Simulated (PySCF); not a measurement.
One molecule, one basis, several functionals.

Species: C₄H₈BN.
SMILES: `C(BN)CC#C`

Torsions of this conformer, `[CH:1]#[C:2][CH2:3][CH2:4][BH:5][NH2:6]`: C2–C3–C4–B5 -178°, C3–C4–B5–N6 -141°, H–N6–B5–C4 2°, H–N6–B5–C4 -178°.

PySCF, pcSseg-1 basis, density fitting, gas phase, PBE0-D3(BJ)/def2-SVP geometry. One functional is left out:

| functional | exact exchange (%) | HOMO energy (eV) | LUMO energy (eV) | dipole moment (D) |
| --- | --- | --- | --- | --- |
| B97-D | 0 | -6.17 | -0.35 | 2.491 |
| BLYP | 0 | -6.05 | -0.36 | 2.533 |
| BP86 | 0 | -6.32 | -0.58 | 2.555 |
| LDA | 0 | -6.37 | -0.77 | 2.606 |
| OPBE | 0 | -6.18 | -0.35 | 2.541 |
| PBE | 0 | -6.21 | -0.52 | 2.560 |
| B3LYP | 20 | -7.21 | 0.26 | 2.458 |
| B97-2 | 21 | -7.20 | 0.47 | 2.432 |
| PBE0 | 25 | -7.47 | 0.47 | 2.459 |
| BHandHLYP | 50 | -8.54 | 1.51 | 2.349 |

**Question.** Predict the row of mPW1PW91 (25 % exact exchange) by straight lines through the other rows, and check it.

**Answer.** 
| property | line | computed | computed − line | PBE0 (25 %), for comparison |
| --- | --- | --- | --- | --- |
| HOMO energy (eV) | -7.40 | -7.49 | -0.09 | -7.47 |
| LUMO energy (eV) | 0.51 | 0.48 | -0.03 | 0.47 |
| dipole moment (D) | 2.444 | 2.443 | -0.001 | 2.459 |

**Question.** Which of these properties follows the share of exact exchange most closely, and which least?

**Answer.** Most closely the HOMO energy, least the dipole moment; the correlations over the tabulated rows are HOMO energy -0.994, LUMO energy 0.981, dipole moment -0.917. The HOMO energy moves by -0.472 eV for every 10 %. Functionals with the same share still differ in their other parts: at 0 % BLYP and LDA differ by 0.32 eV in it.
